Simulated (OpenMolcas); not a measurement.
Fe2+ in a point-charge field

Fe2+ among 5 point charges of -2 e arranged as a trigonal bipyramid (D3h), 1.96 Å from the ion, with the axial distance 2.136 Å.
```
   1.9600    0.0000    0.0000  -2.00
  -0.9800    1.6974    0.0000  -2.00
  -0.9800   -1.6974    0.0000  -2.00
   0.0000    0.0000    2.1364  -2.00
   0.0000    0.0000   -2.1364  -2.00
```

* Program: OpenMolcas 26.06
* Method: CASSCF
* Basis: ANO-RCC-VDZP [5s4p2d1f]
* Scalar Hamiltonian: DKH2, point nucleus
* Active space: 6 electrons in 5 orbitals (3d)
* State averaging: 2S+1 = 5 even, 5 roots; 2S+1 = 3 even, 45 roots; 2S+1 = 1 even, 50 roots
* Spin-orbit coupling: RASSI with atomic mean-field integrals over the reference wave functions

The lowest spin-free states (labels of D3, the rotations of D3h), above the lowest:

```json
{"State": "5E", "Degeneracy": "2", "E (cm-1)": "0.0", "Free-ion L (%)": "D (100)"}
{"State": "5E", "Degeneracy": "2", "E (cm-1)": "642.0", "Free-ion L (%)": "D (100)"}
{"State": "5A1", "Degeneracy": "1", "E (cm-1)": "4925", "Free-ion L (%)": "D (100)"}
{"State": "3A2", "Degeneracy": "1", "E (cm-1)": "19715", "Free-ion L (%)": "H (66)"}
{"State": "3E", "Degeneracy": "2", "E (cm-1)": "21238", "Free-ion L (%)": "H (84)"}
{"State": "3E", "Degeneracy": "2", "E (cm-1)": "22050", "Free-ion L (%)": "H (100)"}
{"State": "3A2", "Degeneracy": "1", "E (cm-1)": "22142", "Free-ion L (%)": "H (55)"}
{"State": "3A1", "Degeneracy": "1", "E (cm-1)": "22223", "Free-ion L (%)": "H (55)"}
{"State": "3E", "Degeneracy": "2", "E (cm-1)": "22896", "Free-ion L (%)": "H (96)"}
{"State": "3E", "Degeneracy": "2", "E (cm-1)": "24315", "Free-ion L (%)": "H (98)"}
{"State": "3E", "Degeneracy": "2", "E (cm-1)": "24924", "Free-ion L (%)": "P (64)"}
{"State": "3A2", "Degeneracy": "1", "E (cm-1)": "25500", "Free-ion L (%)": "P (34)"}
{"State": "3E", "Degeneracy": "2", "E (cm-1)": "26288", "Free-ion L (%)": "F (58)"}
{"State": "3A1", "Degeneracy": "1", "E (cm-1)": "26406", "Free-ion L (%)": "G (56)"}
{"State": "3A2", "Degeneracy": "1", "E (cm-1)": "26458", "Free-ion L (%)": "G (50)"}
{"State": "3E", "Degeneracy": "2", "E (cm-1)": "26835", "Free-ion L (%)": "F (64)"}
{"State": "3A2", "Degeneracy": "1", "E (cm-1)": "27458", "Free-ion L (%)": "F (51)"}
{"State": "3E", "Degeneracy": "2", "E (cm-1)": "28196", "Free-ion L (%)": "G (66)"}
{"State": "3A2", "Degeneracy": "1", "E (cm-1)": "28446", "Free-ion L (%)": "F (46)"}
{"State": "3A1", "Degeneracy": "1", "E (cm-1)": "28459", "Free-ion L (%)": "F (49)"}
```

The lowest levels with spin-orbit coupling:

```
E (cm-1)  Degeneracy  Label  2S+1                g
     0.0           2            5   0.00 0.00 9.83
    73.6           2      E     5   0.00 0.00 5.83
   179.7           2      E     5   0.00 0.00 1.90
   286.4           1     A1     5                 
   343.4           1     A2     5                 
   472.2           2      E     5   0.00 0.00 5.97
   490.6           2      E     5  0.00 0.00 11.95
   774.8           1     A1     5                 
   774.9           1     A2     5                 
    1001           2      E     5   0.00 0.00 4.12
    1197           2      E     5   0.00 0.00 0.08
    1371           1     A1     5                 
    1373           1     A2     5                 
    5215           2      E     5   0.00 0.00 8.00
    5232           2      E     5   0.00 0.00 4.00
    5238           1     A1     5                 
   19876           1     A1     3                 
   19951           2      E     3   0.00 0.00 3.94
   21355           2      E     3   0.00 0.00 5.96
   21517           2      E     3   0.00 0.00 2.01
```

Powder χT (cm3 K/mol): 3.08 at 2 K, 3.31 at 10 K, 4.06 at 50 K, 4.31 at 100 K, 4.41 at 200 K, 4.4 at 300 K. The effective moment at 300 K is 2.828 √(χT) = 5.93 μB.

The lowest level has 2S+1 = 5, for which the spin-only value is χT = S(S+1) / 2 = 3.000 cm3 K/mol (g = 2). The computed 4.403 at 300 K differs by +1.403, through orbital momentum, spin-orbit coupling and any other state in reach.

An orbital doublet at a regular site is open to a Jahn-Teller distortion, which this geometry leaves out. Without dynamic correlation the repulsion within the d shell is too large (B by tens of per cent), so at a given field states of lower spin stand too high. The ground term spreads over less than 5000 cm-1, several times less than with real ligands, so orbital moments are less quenched and χT lies further from the spin-only value than at real sites. This is an electrostatic model: the charges have no orbitals. No measured value stands beside these numbers.

With an even number of electrons the g values are those of a degenerate or nearly degenerate non-Kramers pair.
